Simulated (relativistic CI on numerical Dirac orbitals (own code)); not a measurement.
# Hyperfine structure of Eu61+, mass number 153

Computed by Dirac-Coulomb-Breit CI, KLI orbitals optimised for each configuration, model QED (radiative potential, 1s self-energy scaled to tabulated hydrogen-like ionisation energies), unscaled Slater integrals (own radial code, finite nucleus).

Configurations in the expansion: 1s2, 1s.2s, 1s.2p, 1s.3s, 1s.3p, 1s.3d, 1s.4s, 1s.4p, 1s.4d, 1s.4f, 1s.5s, 1s.5p, 1s.5d, 1s.5f, 1s.5g, 1s.6s, 1s.6p, 1s.6d, 2s2. Levels of other configurations are missing.

Nuclear spin I = 5/2, μ = 1.5294 μN, Q = 2.41 b (tables of Stone and Pyykkö). The electronic factors are computed for point nuclear moments, without core polarisation or the Bohr-Weisskopf and QED corrections.

```tsv
Level	E (eV)	A (GHz)	B (GHz)
1s.2s 3S_1	41721.9	30960	-0.0563
1s.2p 3P°_1	41815.7	28380	-94.3
1s.2p 3P°_2	42581.7	13820	2570
1s.2p 1P°_1	42623.6	-13140	1360
1s.3s 3S_1	49686.1	28300	-0.0712
1s.3p 3P°_1	49711.5	27540	-25.7
1s.3p 3P°_2	49939.3	13660	801
1s.3d 3D_2	49948.5	13640	158
```

Levels with J = 0, under 50 % of one LS term, or S terms without an open s electron are left out. Small factors come from cancelling terms and can be off by tens of per cent or more.

At this charge energies of transitions that change n are usually good to better than 1 %, and those within a shell (Δn = 0) to a few per cent.

Give the hyperfine levels of 1s.2s 3S_1 relative to its centre of gravity.

With K = F(F + 1) − I(I + 1) − J(J + 1), E = AK/2 + B[¾K(K + 1) − I(I + 1)J(J + 1)]/[2I(2I − 1)J(2J − 1)]: F = 3/2: -108300, F = 5/2: -30960, F = 7/2: 77390 GHz.

LS names give the leading component of a level, which can be under half, so a name can repeat, a term be missing and a line seem to break the LS rules.
